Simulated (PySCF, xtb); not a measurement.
Ga(F)3 cation (F3Ga), SMILES [F][Ga]([F])[F] (connectivity only; charge and spin as stated), charge +1, multiplicity 2.

Harmonic wavenumbers (cm⁻¹) from GFN2-xTB in xtb at its own minimum, in rising order: 22, 28, 121, 320, 339, 341.

Problem. What does B3LYP-D3(BJ)/def2-SVP in PySCF give at its own minimum? (The exact figures need the calculation; the answer reports its results.)

Solution. 117, 147, 297, 410, 622, 839. Paired by order, the mean absolute difference is 210 cm⁻¹ and the zero-point energies are 1.7 and 3.5 kcal/mol.
